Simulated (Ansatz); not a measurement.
Relaxation of Cl2H4Si2 (8 atoms, charge 0, multiplicity 1), to a largest force component of 0.02 eV/Å in at most 40 steps.

Method: RKS BHLYP-D4/6-31G* in Ansatz.

```xyz
8
Properties=species:S:1:pos:R:3:forces:R:3
Si 0.000 0.000 0.000 1.06 -1.82 -0.37
H 0.000 0.000 1.460 0.19 -0.36 0.20
Cl 2.009 0.000 -0.709 -1.09 -0.10 0.49
Si -1.046 1.812 -0.739 -0.66 1.14 -0.79
H -2.430 1.478 -1.061 -0.31 -0.06 -0.02
H -1.022 2.844 0.293 0.05 0.21 0.28
H -0.374 2.307 -1.937 0.11 0.13 -0.26
Cl -1.003 -1.738 -0.709 0.64 0.87 0.45
```

Q: Where does it end, and by what steps?

A: The run converged. The force dipped under the threshold on the way, but the program's further checks kept it going. After 12 steps the energy has fallen by 0.257 eV; H7 moved furthest, 0.56 Å.

| step | energy less start (eV) | largest force component (eV/Å) | accepted |
| --- | --- | --- | --- |
| 0 | 0.0000 | 1.825 | yes |
| 1 | -0.2028 | 0.676 | yes |
| 2 | -0.2231 | 0.099 | yes |
| 3 | -0.2245 | 0.023 | yes |
| 4 | -0.2257 | 0.060 | yes |
| 5 | -0.2412 | 0.053 | yes |
| 6 | -0.2394 | 0.354 | no |
| 7 | -0.2466 | 0.104 | yes |
| 8 | -0.2514 | 0.132 | yes |
| 9 | -0.2536 | 0.133 | yes |
| 10 | -0.2568 | 0.007 | yes |
| 11 | -0.2573 | 0.011 | yes |
| 12 | -0.2574 | 0.012 | yes |

```xyz
8
Properties=species:S:1:pos:R:3
Si -0.009 -0.048 0.018
H -0.226 -0.346 1.441
Cl 2.028 0.155 -0.241
Si -1.082 1.863 -0.773
H -2.538 1.711 -0.585
H -0.603 3.036 -0.017
H -0.771 2.022 -2.205
Cl -0.665 -1.691 -1.041
```

The run took 53 s on 1 thread of Arm Neoverse V2, on a shared host, peak memory 0.18 GiB.
